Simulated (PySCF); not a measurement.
Isomers of C7H4F4.

All values: PBE0/pcSseg-1 (PySCF) at GFN2-xTB geometries, gas phase, one conformer each.

Problem. Rank by dipole moment, highest first.
A. `Fc1ccccc1C(F)(F)F`
B. `[F:1][CH2:2][CH2:3][C:4]#[C:5][C:6]#[C:7][C:8]([F:9])([F:10])[F:11]` with F1–C2–C3–C4 70°
C. `Fc1ccc(C(F)(F)F)cc1`
D. `c1cc(F)cc(C(F)(F)F)c1`

Solution. B (5.10 D), A (3.75 D), D (2.47 D), C (1.42 D).

Problem. Rank by LUMO energy, highest first.
A. `Fc1cccc(C(F)(F)F)c1`
B. `FC1=CC=C(C(F)(F)F)C=C1`
C. `[F:1][CH2:2][CH2:3][C:4]#[C:5][C:6]#[C:7][C:8]([F:9])([F:10])[F:11]` with F1–C2–C3–C4 70°

Solution. B (-1.05 eV), A (-1.30 eV), C (-1.54 eV).

Problem. Rank by HOMO–LUMO gap, highest first.
A. `Fc1ccc(C(F)(F)F)cc1`
B. `[F:1][CH2:2][CH2:3][C:4]#[C:5][C:6]#[C:7][C:8]([F:9])([F:10])[F:11]` with F1–C2–C3–C4 70°
C. `c1cc(c(C(F)(F)F)cc1)F`

Solution. A (6.84 eV), C (6.60 eV), B (6.46 eV).

All values together:

```tsv
SMILES	μ (D)	HOMO (eV)	LUMO (eV)	lowest IAO charge (e)	highest IAO charge (e)	lowest Hirshfeld charge (e)	highest Hirshfeld charge (e)
Fc1ccccc1C(F)(F)F	3.75	-7.84	-1.24	-0.281 (F)	+0.808 (C)	-0.100 (F)	+0.255 (C)
Fc1cccc(C(F)(F)F)c1	2.47	-7.84	-1.30	-0.283 (F)	+0.805 (C)	-0.106 (F)	+0.261 (C)
Fc1ccc(C(F)(F)F)cc1	1.42	-7.90	-1.05	-0.285 (F)	+0.804 (C)	-0.108 (F)	+0.258 (C)
FCCC#CC#CC(F)(F)F	5.10	-8.00	-1.54	-0.319 (F)	+0.808 (C)	-0.116 (F)	+0.267 (C)
```

Conformers: `[F:1][CH2:2][CH2:3][C:4]#[C:5][C:6]#[C:7][C:8]([F:9])([F:10])[F:11]` with F1–C2–C3–C4 70°.
